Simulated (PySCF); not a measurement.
Identify the unknown among the candidates.

All candidates are C6H10SSi.

* Dipole: 2.10 D [PBE0/pcSseg-1]
* 1H NMR: chemical shifts (computed TMS as zero) by class: 6.42 (1 H), 4.76 (2 H), 2.29 (3 H), 2.23 (3 H), 1.93 (1 H) ppm [GIAO PBE0/pcSseg-1]
* NMR, other nuclei: isotropic shieldings of nuclei other than C and H, by class: 426 (1 Si), 494 (1 S) ppm [GIAO PBE0/pcSseg-1]
* Rotational structure: rotational constants A, B, C: 3.643, 0.645, 0.559 GHz [GFN2-xTB]
* 13C NMR: chemical shifts (computed TMS as zero) by class: 149.5 (1 C), 128.5 (1 C), 105.3 (1 C), 86.4 (1 C), 29.1 (1 C), 22.0 (1 C) ppm [GIAO PBE0/pcSseg-1]

Gas-phase values; electronic properties from PySCF, density fitting. Levels stand in brackets. The structure is a single GFN2-xTB conformer in the gas phase; no vibrational or solvent corrections. NMR classes are plain means over equivalent atoms (diastereotopic ones count apart unless rotation or inversion swaps them), as if these changed places fast.

Question: Which candidate is it?
A. `C1=C(C2CCC2)S[SiH2]1`
B. `C#C[SiH2]/C(C)=C\SC`
C. `C=CCC(=C=S)[SiH2]C`
D. `C#CC[C@H]1CCS[SiH2]1`

Answer: B. It is `C#C[SiH2]/C(C)=C\SC`. Numbering: `[CH:1]#[C:2][SiH2:3]/[C:4]([CH3:5])=[CH:6]\[S:7][CH3:8]`. Its formula, C6H10SSi, gives 3 degrees of unsaturation: 0 rings and 3 π bonds in the structure found. 6 carbons fall into 6 classes; from least to most shielded: alkene CH carbon [C6] (149.5 ppm), fully substituted alkene carbon [C4] (128.5 ppm), terminal alkyne carbon [C1] (105.3 ppm), alkyne carbon [C2] (86.4 ppm), allylic carbon [C5] (29.1 ppm), S-methyl carbon [C8] (22.0 ppm). Hydrogen classes from least to most shielded: 1 H on an alkene CH carbon, C6 (6.42 ppm), 2 H on an SiH2 silicon, Si3 (4.76 ppm), 3 H on an S-methyl carbon, C8 (2.29 ppm, a mean of values up to 0.5 ppm apart in this geometry), 3 H on an allylic carbon, C5 (2.23 ppm, a mean of values up to 0.7 ppm apart in this geometry), 1 H on a terminal alkyne carbon, C1 (1.93 ppm). The other shieldings belong to: 426 ppm, SiH2 silicon [Si3]; 494 ppm, sulfide sulfur [S7]. The optimised geometry has point group C1 and is an asymmetric top.

The others, at the same levels:
- `C#CC[C@H]1CCS[SiH2]1` fails: its computed 13C shifts are 87.0 (1 C), 78.8 (1 C), 39.2 (1 C), 39.1 (1 C), 31.4 (1 C), 21.1 (1 C) ppm, 1H shifts are 5.16 (1 H), 4.77 (1 H), 3.01 (1 H), 2.86 (1 H), 2.78 (1 H), 2.69 (1 H), 2.23 (1 H), 1.92 (1 H), 1.49 (1 H), 1.47 (1 H) ppm and rotational constant A is 2.424 GHz (against 3.643 GHz).
- `C=CCC(=C=S)[SiH2]C` fails: its computed 13C shifts are 244.5 (1 C), 147.8 (1 C), 121.5 (1 C), 57.4 (1 C), 37.5 (1 C), -3.5 (1 C) ppm, 1H shifts are 6.23 (1 H), 5.35 (1 H), 5.25 (1 H), 4.62 (2 H), 2.84 (2 H), 0.40 (3 H) ppm and rotational constant A is 1.697 GHz (against 3.643 GHz).
- `C1=C(C2CCC2)S[SiH2]1` fails: it has 5 carbon classes against 6; its computed 13C shifts are 189.0 (1 C), 114.6 (1 C), 44.5 (1 C), 26.5 (2 C), 17.3 (1 C) ppm, 1H shifts are 5.23 (2 H), 5.17 (1 H), 3.27 (1 H), 2.72 (2 H), 2.08 (2 H), 1.95 (1 H), 1.81 (1 H) ppm and rotational constant A is 3.798 GHz (against 3.643 GHz).

Each candidate is one conformer, not necessarily the lowest. The conformers computed, where there is a choice (atom-mapped SMILES and torsion angles):
- `[CH:1]#[C:2][SiH2:3]/[C:4]([CH3:5])=[CH:6]\[S:7][CH3:8]`: C2–Si3–C4–C5 -13°, C4–C6–S7–C8 -179°
- `[CH2:1]=[CH:2][CH2:3][C:4](=[C:5]=[S:6])[SiH2:7][CH3:8]`: C1–C2–C3–C4 -108°, C2–C3–C4–C5 -97°, C3–C4–Si7–C8 -91°
- `[CH:1]1=[C:2]([CH:3]2[CH2:4][CH2:5][CH2:6]2)[S:7][SiH2:8]1`: C1–C2–C3–C4 132°

The conformers of `C#CC[C@H]1CCS[SiH2]1` aren't listed.
